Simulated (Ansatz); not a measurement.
Relaxation of C₂H₈N₂Si (13 atoms, charge 0, multiplicity 1), to a largest force component of 0.02 eV/Å in at most 40 steps.

All numbers below come from RKS PBE0-D4/STO-3G in Ansatz.

```xyz
13
Properties=species:S:1:pos:R:3:forces:R:3
C -0.569 2.308 -0.266 -3.30 6.62 0.04
N -0.517 1.117 -0.623 -2.09 -2.25 -1.82
C 0.635 0.472 -0.087 4.27 -0.82 2.19
N 0.717 -0.924 -0.413 0.43 -1.72 0.01
Si -0.216 -2.125 0.434 -0.87 0.27 2.71
H -1.474 2.965 -0.633 1.90 -1.33 0.72
H 0.140 2.876 0.370 0.13 -0.27 0.07
H 0.792 0.639 1.005 -0.62 -0.29 -0.07
H 1.568 0.925 -0.488 -0.20 0.39 -0.51
H 0.330 -0.975 -1.351 0.07 0.08 -1.87
H -1.677 -1.848 0.348 0.85 -0.32 0.17
H 0.233 -2.058 1.884 -0.64 -0.27 -1.60
H 0.057 -3.404 -0.166 0.06 -0.09 -0.04
```

Task: Where does it end, and by what steps?

Result: The forces met the threshold. The force dipped under the threshold on the way, but the program's further checks kept it going. Limits of this set-up: minimal basis. After 33 steps the energy has fallen by 0.927 eV; H7 moved furthest, 1.03 Å.

```csv
step,energy less start (eV),largest force component (eV/Å),accepted
0,0.0000,6.623,yes
2,-0.8058,0.999,yes
4,-0.8891,0.176,yes
6,-0.8917,0.023,yes
8,-0.8937,0.053,yes
10,-0.8948,0.051,yes
12,-0.8950,0.085,no
14,-0.8961,0.097,yes
16,-0.8968,0.115,yes
18,-0.8924,0.434,no
20,-0.9031,0.119,yes
22,-0.9076,0.341,yes
24,-0.6961,3.511,no
26,-0.9240,0.121,yes
28,-0.9262,0.132,yes
30,-0.9272,0.058,yes
32,-0.9274,0.023,yes
33,-0.9274,0.004,yes
```

```xyz
13
Properties=species:S:1:pos:R:3
C -0.785 2.013 0.017
N -0.304 1.172 -0.850
C 0.969 0.465 -0.356
N 0.892 -1.000 -0.491
Si -0.373 -1.791 0.473
H -1.703 2.566 -0.235
H -0.345 2.232 1.009
H 1.187 0.723 0.701
H 1.793 0.850 -0.991
H 0.780 -1.208 -1.510
H -1.725 -1.425 0.105
H -0.149 -1.417 1.848
H -0.216 -3.214 0.295
```

Whether the end is a true minimum wasn't checked by a vibrational analysis.

Time of the run: 4.4 min on 1 thread of AMD EPYC (Zen 3), with other jobs on the host, peak memory 0.14 GiB.
